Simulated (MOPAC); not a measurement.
MOPAC input (PM7):

```
PM7 FORCE THERMO(298,298) PRECISE LET CHARGE=-1 GEO-OK AUX(PRECISION=9) THREADS=1
H7N2Si2

N    -2.47959690 1    0.77679973 1   -0.09242060 1
Si   -1.20233217 1   -0.25287545 1   -0.44310120 1
N     0.38601096 1    0.33138655 1    0.35931780 1
Si    2.03299467 1   -0.25431289 1    0.25346888 1
H    -2.88824085 1    0.68765129 1    0.82539915 1
H    -0.99101638 1   -0.25500701 1   -1.89077940 1
H    -1.26970059 1   -1.64495467 1    0.00737848 1
H     0.30950034 1    1.35036961 1    0.54411844 1
H     2.07770083 1   -1.70884956 1    0.34745825 1
H     2.82837169 1    0.29790263 1    1.34682933 1
H     2.76965827 1    0.09417118 1   -0.96433183 1
```

Output:

```
 *******************************************************************************
 **                                                                           **
 **                              MOPAC v23.2.5                                **
 **                                                                           **
 *******************************************************************************
 ** MOPAC's Digital Object Identifier: https://doi.org/10.5281/zenodo.6511958 **
 **                                                                           **
 ** Please cite the open-source release paper for use of this MOPAC version:  **
 ** J. E. Moussa and J. J. P. Stewart (2026)                                  **
 ** MOPAC: An open-source semiempirical molecular orbital program             **
 ** J. Open Source Softw., 11(119), 8025, https://doi.org/10.21105/joss.08025 **
 *******************************************************************************

                              PM7 CALCULATION RESULTS

 *******************************************************************************
 *  PM7        - The PM7 Hamiltonian to be used
 *  GEO-OK     - OVERRIDE INTERATOMIC DISTANCE AND OTHER SAFETY CHECKS
 *
 *
 *
 *                 CHARGE ON SYSTEM = -1
 *
 *
 *
 *  LET        - OVERRIDE SOME SAFETY CHECKS
 *  PRECISE    - TIGHTER CRITERIA TO BE USED
 *  FORCE      - FORCE CALCULATION SPECIFIED
 *  AUX        - OUTPUT AUXILIARY INFORMATION
 *  THERMO     - THERMODYNAMIC QUANTITIES TO BE CALCULATED
 *******************************************************************************
PM7 FORCE THERMO(298,298) PRECISE LET CHARGE=-1 GEO-OK AUX(PRECISION=9) THREADS=1
 H7N2Si2

   ATOM   CHEMICAL          X               Y               Z
  NUMBER   SYMBOL      (ANGSTROMS)     (ANGSTROMS)     (ANGSTROMS)

     1       N         -2.47959690  *   0.77679973  *  -0.09242060  *
     2      Si         -1.20233217  *  -0.25287545  *  -0.44310120  *
     3       N          0.38601096  *   0.33138655  *   0.35931780  *
     4      Si          2.03299467  *  -0.25431289  *   0.25346888  *
     5       H         -2.88824085  *   0.68765129  *   0.82539915  *
     6       H         -0.99101638  *  -0.25500701  *  -1.89077940  *
     7       H         -1.26970059  *  -1.64495467  *   0.00737848  *
     8       H          0.30950034  *   1.35036961  *   0.54411844  *
     9       H          2.07770083  *  -1.70884956  *   0.34745825  *
    10       H          2.82837169  *   0.29790263  *   1.34682933  *
    11       H          2.76965827  *   0.09417118  *  -0.96433183  *

          CARTESIAN COORDINATES

    NO.       ATOM           X           Y           Z

     1         N         -2.4796      0.7768     -0.0924
     2        Si         -1.2023     -0.2529     -0.4431
     3         N          0.3860      0.3314      0.3593
     4        Si          2.0330     -0.2543      0.2535
     5         H         -2.8882      0.6877      0.8254
     6         H         -0.9910     -0.2550     -1.8908
     7         H         -1.2697     -1.6450      0.0074
[...]
 VIBRATION         23   23A           ATOM PAIR      ENERGY CONTRIBUTION    RADIAL
 FREQUENCY          2297.24         Si 2 -- H  6         +87.4% ( 93.4%)     99.8%
 TRANSITION DIPOLE   0.2977         Si 2 -- H  7         +10.3% ( 32.1%)     85.0%
 TRAVEL (Ang.)       0.1966         Si 4 -- H 10          +1.1% ( 10.5%)     98.7%
 REDUCED MASS        0.7596         Si 4 -- H  9          +0.4% (  6.7%)     97.4%
 EFFECTIVE MASS      1.2512
 FORCE CONSTANT      2.3618

 VIBRATION         24   24A           ATOM PAIR      ENERGY CONTRIBUTION    RADIAL
 FREQUENCY          2299.05         Si 4 -- H 10         +74.5% ( 86.9%)     99.3%
 TRANSITION DIPOLE   0.2023         Si 4 -- H  9         +19.2% ( 44.1%)     95.3%
 TRAVEL (Ang.)       0.2202         Si 4 -- H 11          +4.1% ( 20.4%)     63.1%
 REDUCED MASS        0.6049         Si 2 -- H  6          +1.4% ( 11.7%)     99.7%
 EFFECTIVE MASS      1.3687
 FORCE CONSTANT      1.8837

 VIBRATION         25   25A           ATOM PAIR      ENERGY CONTRIBUTION    RADIAL
 FREQUENCY          2309.54         Si 4 -- H  9         +78.4% ( 87.9%)     99.7%
 TRANSITION DIPOLE   0.2430         Si 4 -- H 10         +14.0% ( 37.2%)     90.3%
 TRAVEL (Ang.)       0.2169         Si 4 -- H 11          +7.3% ( 26.8%)     82.8%
 REDUCED MASS        0.6207         Si 2 -- Si 4          +0.1% (  3.4%)     23.1%
 EFFECTIVE MASS      1.1874
 FORCE CONSTANT      1.9508

 VIBRATION         26   26A           ATOM PAIR      ENERGY CONTRIBUTION    RADIAL
 FREQUENCY          2704.04         N  3 -- H  8         +99.1% ( 99.9%)     99.9%
 TRANSITION DIPOLE   0.7351         Si 2 -- N  3          +0.5% (  6.8%)      7.1%
 TRAVEL (Ang.)       0.1627         N  3 -- Si 4          +0.5% (  6.8%)     14.6%
 REDUCED MASS        0.9419
 EFFECTIVE MASS      1.3388
 FORCE CONSTANT      4.0576

 VIBRATION         27   27A           ATOM PAIR      ENERGY CONTRIBUTION    RADIAL
 FREQUENCY          2786.09         N  1 -- H  5         +99.5% (100.0%)     99.3%
 TRANSITION DIPOLE   0.4653         N  1 -- Si 2          +0.5% (  7.1%)     24.3%
 TRAVEL (Ang.)       0.1604
 REDUCED MASS        0.9409
 EFFECTIVE MASS      1.3686
 FORCE CONSTANT      4.3030

      SYMMETRY NUMBER FOR POINT-GROUP C1  =  1

          SYSTEM IS A GROUND STATE

 H7N2Si2

          MOLECULE IS NOT LINEAR

          THERE ARE 27 GENUINE VIBRATIONS IN THIS SYSTEM
          THIS THERMODYNAMICS CALCULATION IS LIMITED TO
          MOLECULES WHICH HAVE NO INTERNAL ROTATIONS

                    CALCULATED THERMODYNAMIC PROPERTIES
                                          *
   TEMP. (K)   PARTITION FUNCTION   H.O.F.    ENTHALPY  HEAT CAPACITY ENTROPY
                                   KCAL/MOL   CAL/MOLE    CAL/K/MOL  CAL/K/MOL

 298.00  VIB.     0.4801D+02                  2638.6677    18.6361    16.5479
         ROT.     0.1244D+06                   888.2803     2.9808    26.2940
         INT.     0.5975D+07                  3526.9480    21.6169    42.8419
         TRA.     0.8426D+27                  1480.4672     4.9680    39.4425
         TOT.                      -35.964    5007.4152    26.5849    82.2844

   *: NOTE: HEATS OF FORMATION ARE RELATIVE TO THE
            ELEMENTS IN THEIR STANDARD STATE AT 298K
              (=  Standard Enthalpy of Formation).

            Hvib:  Zero-point energy is not included.
                   frequencies of less than zero cm-1 are not included.
            Hrot = (3/2)RT
            Htra = (3/2)RT + pV = (5/2)RT

            Heat capacity is Cp, not Cv

          For more information, see: HTTP://OpenMOPAC.net/Manual/thermochemistry.html

           FORCE CONSTANT IN CARTESIAN COORDINATES (Millidynes/A)

    ATOM   CHEMICAL       X               Y               Z
   NUMBER   SYMBOL  FORCE CONSTANT  FORCE CONSTANT  FORCE CONSTANT

      1       N        5.988874        0.614953        3.737791
      2      Si        6.757517        4.393953        5.203257
      3       N        6.167321        5.096175        1.114655
      4      Si        5.935200        5.118390        4.623728
      5       H        1.596691        0.277084        3.149568
      6       H        0.650744        0.867456        2.200389
      7       H        0.934828        0.818117        1.926797
      8       H        2.427704        2.072837        0.573601
      9       H        1.401705        1.041820        1.234839
     10       H        0.331395        2.805852        0.516141
     11       H        0.748269        0.299324        2.549956

 **********************
 *                    *
 * JOB ENDED NORMALLY *
 *                    *
 **********************

 == MOPAC DONE ==
```

The dipole moment of an ion depends on the origin.
